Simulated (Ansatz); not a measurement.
Species: H4O2Si2, SMILES `O=[SiH]O[SiH3]` (O–Si–O–Si torsion 1°) (charge 0, multiplicity 1).

Problem. Give a relaxed geometry from Ansatz (a quantum-chemistry and plane-wave program) with r2SCAN-D4/def2-TZVP.

Solution. Several could match; the one computed here: the end point of this relaxation, one of several conformers (outside a Z-matrix the atoms follow the SMILES, hydrogens last).
Z-matrix (Å, degrees):
```
O
Si 1 1.6092
O 2 1.5170 1 127.16
Si 1 1.6681 2 137.08 3 0.63
H 2 1.4727 3 126.12 1 179.99
H 4 1.4792 1 106.40 2 177.08
H 4 1.4800 6 110.40 1 118.65
H 4 1.4802 6 110.46 7 122.81
```
